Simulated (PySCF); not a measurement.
Ionisation energy of W²⁺ by level of theory

W²⁺ [Xe] 4f14 5d4 (5D) → W³⁺ [Xe] 4f14 5d3 (4F), as a difference of total energies. Calculation: PySCF 2.14, in ANO-RCC-VTZP (8s7p5d3f2g1h, 104 functions); scalar relativity by spin-free X2C-1e. Correlated levels: valence: [Xe] 4f14 frozen. The calculations carry no spin-orbit coupling.

```csv
method,ionisation energy (eV)
UHF,24.779
MP2 (valence),25.204
SCS-MP2 (valence),24.921
CCSD (valence),25.263
CCSD(T) (valence),25.269
```

Question: How much does correlation contribute at CCSD(T) (valence)?

Answer: 25.269 − (24.779) = 0.490 eV, measured against UHF.

A first-order spin-orbit estimate (lowest level to lowest level, LS coupling) adds -0.246 eV.

Errors of the correlated levels include the incompleteness of this basis and the frozen core.

For comparison: 26 ± 0.4 eV (semi-empirical (NIST evaluation); NIST Atomic Spectra Database, ionization energies).
